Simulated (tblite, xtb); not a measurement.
Te (SMILES [Te]), triplet. Base run: GFN1-xTB (xtb).

The xtb input:
```
$ xtb mol.xyz --gfn 1 --uhf 2 --json

# file mol.xyz
1

Te     0.00000000     0.00000000     0.00000000
```

Programs used: tblite, xtb; a row that names a program was run with it.

Variants of this job, named by their change:

```csv
change,ΔE vs base (kJ/mol),G_solv (kcal/mol),SCF cycles
base,0.00,-,3
etemp = 10000,-156.4,-,13
program = tblite; method = gfn1,0.00,-,-
"program = tblite; method = gfn1; option = (--guess, eeq)",0.00,-,-
alpb = thf,-10.81,-2.58,3
gbsa = thf,-9.48,-2.27,3
etemp = 3000,-42.9,-,3
file = coord,0.00,-,3
"program = tblite; method = gfn1; option = (--etemp, 2000)",-27.0,-,-
etemp = 5000,-74.6,-,7
acc = 0.0001,0.00,-,3
```

ALPB and GBSA are two models with their own fitted parameters for each solvent, which aren't always the measured dielectric constant.
